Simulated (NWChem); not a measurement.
MgH₂Se; SMILES [MgH][SeH]

```xyz
4

Mg     0.1257    -1.6183    -0.0018
H      0.1778    -3.3198    -0.0044
Se     0.0857     0.8373     0.0015
H     -1.4012     0.7756    -0.0017
```
Atoms are numbered in this order, from 1.

Level: PBE-D3(BJ)/def2-SVP (NWChem), optimised geometry, unscaled harmonic frequencies. This build's default masses of Se (78.918 u) and Br (79.917 u) are each other's, which moves their modes by up to 0.6 %.

| frequency (cm⁻¹) | IR intensity (km/mol) |
|---|---|
| 319 | 171.4 |
| 339 | 19.2 |
| 347 | 171.4 |
| 482 | 20.7 |
| 1596 | 176.3 |
| 2342 | 15.3 |

| Quantity | Result |
|---|---|
| zero-point energy | 7.8 kcal/mol |
| thermal correction to the enthalpy at 298.15 K (with zero-point energy) | 11.0 kcal/mol |
| heat capacity Cv | 12.1 cal/(mol K) |
| entropy at 298.15 K and 1 atm (symmetry number 1) | 66.2 cal/(mol K) |
| dipole moment | 0.88 D |

Rigid rotor and harmonic oscillator.
